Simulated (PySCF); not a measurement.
## Radial density of F⁺ (fluorine, charge +1)

M06-2X, [He] 2s2 2p4, high-spin 3P determinant. All numbers are calculated (PySCF 2.14, the non-relativistic Hamiltonian (point nucleus), in aug-cc-pVDZ).

| r (bohr) | 4πr²ρ (e/bohr) | 4πr²(ρα − ρβ) |
| --- | --- | --- |
| 0.00373 | 0.07342 | 0.0001 |
| 0.00628 | 0.1994 | 0.0002 |
| 0.0106 | 0.5203 | 0.0004 |
| 0.0178 | 1.296 | 0.0011 |
| 0.0299 | 2.948 | 0.0028 |
| 0.0503 | 5.808 | 0.0080 |
| 0.0846 | 8.950 | 0.0295 |
| 0.142 | 9.317 | 0.1372 |
| 0.239 | 5.702 | 0.5305 |
| 0.402 | 4.106 | 1.3563 |
| 0.677 | 5.915 | 1.9968 |
| 1.14 | 3.891 | 1.2265 |
| 1.92 | 0.7102 | 0.1997 |
| 3.22 | 0.02763 | 0.0079 |
| 5.42 | 2.105e-05 | 0.0000 |
